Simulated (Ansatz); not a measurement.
Geometry optimisation, Ansatz, RHF/def2-SVP.

Input:

```yaml
crystal:
  periodic: [false, false, false]
  atoms:
    - { symbol: Ga, position_ang: [0.067068, 0.462663, -0.497395] }
    - { symbol: O, position_ang: [-0.079899, 0.156462, 2.468489] }
    - { symbol: H, position_ang: [-0.929878, -0.008017, 2.848715] }
    - { symbol: "N", position_ang: [1.698651, 0.062629, -1.185893] }
    - { symbol: H, position_ang: [1.903007, -0.772987, -1.697763] }
    - { symbol: H, position_ang: [2.535521, 0.573586, -0.986349] }
    - { symbol: H, position_ang: [-1.165394, -0.430609, -0.869797] }
    - { symbol: H, position_ang: [-0.07366, 1.771387, 0.36575] }
    - { symbol: H, position_ang: [-0.143816, 1.047485, 2.089142] }
basis:
  gaussian: { orbitals: def2-SVP }
hamiltonian:
  xc: hf
relax:
  f_tol: 0.03
  max_steps: 50
output:
  orbitals: {}
```

Run as:

```bash
$ ansatz run input.yaml --threads 2 --pin off --max-ram 3072MiB --backend cpu --events-out ev --progress --plain --runs-dir out
```

Q: Where does it end, and by what steps?

A: The run converged. After 9 steps the energy has fallen by 0.332 eV; H3 moved furthest, 0.76 Å.

```json
{"step": "0", "energy less start (eV)": "0.0000", "largest force component (eV/Å)": "1.179", "accepted": "yes"}
{"step": "1", "energy less start (eV)": "-0.0350", "largest force component (eV/Å)": "2.474", "accepted": "yes"}
{"step": "2", "energy less start (eV)": "0.0092", "largest force component (eV/Å)": "3.469", "accepted": "no"}
{"step": "3", "energy less start (eV)": "-0.0789", "largest force component (eV/Å)": "2.209", "accepted": "yes"}
{"step": "4", "energy less start (eV)": "-0.1465", "largest force component (eV/Å)": "1.455", "accepted": "yes"}
{"step": "5", "energy less start (eV)": "-0.2164", "largest force component (eV/Å)": "0.925", "accepted": "yes"}
{"step": "6", "energy less start (eV)": "-0.2812", "largest force component (eV/Å)": "0.678", "accepted": "yes"}
{"step": "7", "energy less start (eV)": "-0.3169", "largest force component (eV/Å)": "0.306", "accepted": "yes"}
{"step": "8", "energy less start (eV)": "-0.3304", "largest force component (eV/Å)": "0.164", "accepted": "yes"}
{"step": "9", "energy less start (eV)": "-0.3319", "largest force component (eV/Å)": "0.022", "accepted": "yes"}
```

```xyz
9
Properties=species:S:1:pos:R:3
Ga -0.009 0.604 -0.334
O 0.004 0.196 1.923
H -0.665 -0.393 2.245
N 1.619 0.026 -0.942
H 1.818 -0.915 -1.219
H 2.446 0.587 -0.960
H -1.243 -0.361 -0.551
H -0.173 2.162 -0.116
H 0.015 0.956 2.489
```

Whether the end is a true minimum wasn't checked by a vibrational analysis.

Run time: 8.8 s on 2 threads of Arm Neoverse V2 (shared host), peak memory 0.17 GiB.
